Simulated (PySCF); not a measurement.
(E)-1,2-dibromo-1-chloroethene (C2HBr2Cl), SMILES Br/C(Cl)=C/Br.

Coordinates come from a PBE-D3(BJ)/def2-SVP optimisation.

These are PBE-D3(BJ)/def2-SVP (PySCF) values and carry that method's errors.

Frequencies are harmonic and unscaled.

| mode | ν (cm⁻¹) | IR (km/mol) | moving atoms (share of kinetic energy) |
|---|---|---|---|
| 1 | 137 | 0.4 | Cl 58 %, Br 28 %, C 13 % |
| 2 | 160 | 0.0 | C 76 %, Br 14 %, H 10 % |
| 3 | 198 | 0.0 | Br 65 %, Cl 27 % |
| 4 | 258 | 0.1 | Br 60 %, Cl 31 %, C 8 % |
| 5 | 443 | 3.3 | C 86 %, H 9 % |
| 6 | 598 | 10.9 | C 64 %, Cl 30 % |
| 7 | 706 | 69.9 | C 82 %, Br 11 % |
| 8 | 737 | 25.3 | H 78 %, C 22 % |
| 9 | 851 | 104.0 | C 80 %, H 12 % |
| 10 | 1174 | 7.1 | H 83 %, C 17 % |
| 11 | 1581 | 18.7 | C 98 % |
| 12 | 3165 | 14.2 | H 91 %, C 9 % |
